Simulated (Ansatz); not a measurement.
The same path of BH5OSn (8 atoms, charge 0, multiplicity 1) was run twice with different band settings. The coordinate that changes most is the dihedral H5–B1–Sn2–O3.

These are results of RHF/def2-SVP (Ansatz), not measurements.

Relaxed end points:

```xyz
8
Properties=species:S:1:pos:R:3
B -1.128 0.634 -1.144
Sn 0.556 0.159 0.308
O 0.189 -1.646 1.033
H -1.144 1.677 -1.734
H -2.009 -0.152 -1.335
H 0.636 1.235 1.644
H 2.105 0.102 -0.432
H 0.794 -2.009 1.660
```

```xyz
8
Properties=species:S:1:pos:R:3
B -1.127 0.632 -1.144
Sn 0.567 0.152 0.295
O 0.162 -1.624 1.068
H -2.103 -0.057 -1.189
H -1.059 1.586 -1.866
H 0.678 1.268 1.597
H 2.110 0.037 -0.448
H 0.772 -1.994 1.687
```

Common settings: climbing image yes; spring 5.0 eV/Å²; optimiser quadratic models (default); start path through a guess of the saddle point; force threshold 0.05 eV/Å; iteration limit 60; end points relaxed.

| run | movable images |
| --- | --- |
| 1 | 5 |
| 2 | 2 |

(1) What does each run give, and how far can it be trusted?

Results:

(1) Run 1: converged after 7 iterations, highest image 0.022 eV above the first end. A vibrational analysis at the climbing image gives one clearly imaginary mode, 79i cm⁻¹: a first-order saddle point.
Run 2: converged after 10 iterations, highest image 0.022 eV above the first end. Another band between the same ends (5 images) ends at a top of the same energy, where a vibrational analysis finds 1 clearly imaginary mode. So few images can step over the top or miss a turn of the path.
